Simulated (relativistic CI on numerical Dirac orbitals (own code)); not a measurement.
Ni⁴⁺ in a cubic cluster: 2p photoemission with charge transfer

Computed with a charge-transfer multiplet model of a cubic metal-ligand cluster with up to 3 ligand holes, Slater and spin-orbit integrals from Dirac-Coulomb-Breit ions, Slater integrals scaled by 0.9. The ground state mixes d6 with configurations of k ligand holes L, whose averages lie at kΔ + k(k − 1)U_dd/2; a core hole lowers each added d electron by U_cd. 20 K, Lorentzian 0.6 eV and Gaussian 0.8 eV FWHM.

Atomic integrals in eV (Slater integrals scaled, ζ unscaled), ground: F2dd 12.773, F4dd 8.015, zeta_d 0.099; with the core hole: F2dd 14.229, F4dd 8.968, zeta_d 0.136, zeta_core 11.396, F2cd 8.696, G1cd 6.813, G3cd 3.880.

Cluster parameters (eV): Δ = -1.8, U_dd = 7.8, 10Dq = 0.3, 10Dq(ligand) = 0.8, V(eg) = 2.9, V(t2g) = -1.43, final-state hopping factor = 1.

```
          Case   n_d    d6   d7L  d8L2  d9L3     S
 U_cd = 8.6 eV  6.75  0.35  0.55  0.10  0.00  1.99
 U_cd = 9.8 eV  6.75  0.35  0.55  0.10  0.00  1.99
U_cd = 10.4 eV  6.75  0.35  0.55  0.10  0.00  1.99
```

Weights, n_d and S are thermal averages at 20 K. Binding energies count from the first peak over 30 % of the highest in each spectrum, which can be another peak from case to case. The parameters are a model scan and need not match a compound or its usual spin state. Peaks in eV (height, largest 100):
- U_cd = 8.6 eV: 0.0 (100), 8.1 (32), 9.8 (30), 13.5 (14), 15.1 (13), 19.4 (54), 25.4 (7), 28.3 (23)
- U_cd = 9.8 eV: 0.0 (100), 3.6 (37), 8.2 (39), 10.0 (39), 14.5 (18), 19.4 (56), 28.3 (30)
- U_cd = 10.4 eV: 0.0 (100), 3.5 (37), 8.3 (44), 10.0 (43), 14.4 (22), 19.5 (57), 19.9 (57), 23.8 (12), 28.3 (34), 34.1 (6), 35.2 (6), 40.0 (6), 40.7 (6), 42.2 (5)

For the case U_cd = 8.6 eV, Δ = -1.8 eV is smaller than U_dd = 7.8 eV, the charge-transfer side of the Zaanen-Sawatzky-Allen scheme (negative Δ: between configuration averages a ligand hole costs less than the nominal valence; multiplet and field energies can change this for the lowest states). With the core hole the configuration with one ligand hole lies at Δ − U_cd = -10.4, -11.6, -12.2 eV from the one without, in the order of the table; where this is negative the screened configuration lies lower.
